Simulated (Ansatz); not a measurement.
System: bis(ethenyl)-methylborane, C5H9B, net charge 0, singlet state. 
Coordinates optimised at B3LYP-D3(BJ)/def2-TZVP (Ansatz, a program for electronic structure):
SMILES: C=CB(C)C=C
```xyz
15

C      1.9667     1.3363    -0.1027
C      0.6723     1.0514     0.0733
B      0.0628    -0.3710    -0.0787
C      0.9294    -1.6255    -0.4599
C     -1.4627    -0.6001     0.1481
C     -2.3450     0.3495     0.4765
H      2.3628     2.3401     0.0106
H      2.6878     0.5720    -0.3689
H      0.0301     1.8885     0.3389
H      1.9933    -1.4485    -0.6150
H      0.8253    -2.3937     0.3156
H      0.5284    -2.0863    -1.3705
H     -1.8570    -1.6094     0.0335
H     -3.3993     0.1395     0.6239
H     -2.0495     1.3835     0.6130
```

Property: vertical electron affinity (to the doublet state of charge -1; a negative value means that the extra electron is unbound and the number depends on the basis; each state is the SCF solution reached for its spin; the UHF <S^2> is 0.96 for the doublet (pure: 0.75); for the singlet the Hartree-Fock reference is unstable and T1 is 0.011), in eV. Cores are frozen in the correlated levels unless marked. UHF or UKS for open shells. No spin-orbit coupling. No relativistic terms. Anions need diffuse functions: aug- sets have them; def2-D sets add few. Basis-set limits of correlation are two-point, X^-3; Hartree-Fock from the larger set.

| level | program | vertical electron affinity (eV) |
|---|---|---|
| HF/aug-cc-pVDZ | Ansatz | -0.78 |
| HF/aug-cc-pVTZ | Ansatz | -0.73 |
| SVWN5/def2-TZVPD | Ansatz | 0.47 |
| r2SCAN/def2-TZVPD | Ansatz | 0.32 |
| PBE0/def2-TZVPD | Ansatz | 0.21 |
| BHLYP/def2-TZVPD | Ansatz | -0.07 |
| wB97X-V/def2-TZVPD | Ansatz | -0.04 |
| wB97X/def2-TZVPD | Ansatz | 0.01 |
| MP2/aug-cc-pVDZ | Ansatz | -0.34 |
| RI-MP2/aug-cc-pVTZ | Ansatz | -0.67 |
| RI-MP2/aug-cc-pVQZ | Ansatz | -0.60 |
| RI-MP2/CBS(aug-cc-pVTZ,aug-cc-pVQZ) | Ansatz | -0.62 |
| SCS-MP2/aug-cc-pVDZ | Ansatz | -0.53 |
| CCSD/aug-cc-pVDZ | Ansatz | -0.17 |
